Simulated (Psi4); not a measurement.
Approach curve of the dimer CH4 ··· CH5N (SMILES C and CN), singlet. Monomers: optimised at B3LYP-D3(BJ) (def2-TZVP), held rigid. Orientation: lowest of the rigid-body minima from ten starts at GFN2-xTB. Only R, the distance of the centres of mass, is varied, so the lowest point isn't the relaxed dimer.

Levels of theory: PBE/def2-TZVP, counterpoise-corrected (Psi4); PBE-D3(BJ)/def2-TZVP, counterpoise-corrected (Psi4); SAPT0/jun-cc-pVDZ, frozen core (Psi4).

Interaction energies in kJ/mol; the last columns give the difference from SAPT0:

| R / Å | PBE/def2-TZVP | PBE-D3(BJ)/def2-TZVP | SAPT0/jun-cc-pVDZ | PBE/def2-TZVP − SAPT0/jun-cc-pVDZ | PBE-D3(BJ)/def2-TZVP − SAPT0/jun-cc-pVDZ |
|---|---|---|---|---|---|
| 3.10 | 31.96 | 26.76 | 34.05 | -2.08 | -7.29 |
| 3.29 | 13.29 | 8.78 | 15.41 | -2.11 | -6.63 |
| 3.48 | 3.60 | -0.27 | 5.42 | -1.82 | -5.69 |
| 3.70 | -1.52 | -4.71 | -0.07 | -1.46 | -4.65 |
| 3.90 | -3.23 | -5.86 | -2.04 | -1.19 | -3.83 |
| 4.12 | -3.56 | -5.68 | -2.62 | -0.94 | -3.05 |
| 4.38 | -3.14 | -4.74 | -2.46 | -0.67 | -2.28 |
| 4.71 | -2.31 | -3.43 | -1.91 | -0.40 | -1.52 |
| 5.19 | -1.35 | -1.99 | -1.18 | -0.16 | -0.81 |
| 5.91 | -0.55 | -0.84 | -0.56 | 0.01 | -0.28 |
| 6.87 | -0.15 | -0.27 | -0.22 | 0.07 | -0.05 |
| 8.19 | -0.05 | -0.08 | -0.07 | 0.03 | -0.01 |

PBE/def2-TZVP is furthest from SAPT0/jun-cc-pVDZ at 3.29 (-2.11 kJ/mol, below); its mean absolute difference over the points is 0.91 kJ/mol.

PBE-D3(BJ)/def2-TZVP is furthest from SAPT0/jun-cc-pVDZ at 3.10 (-7.29 kJ/mol, below); its mean absolute difference over the points is 3.01 kJ/mol.
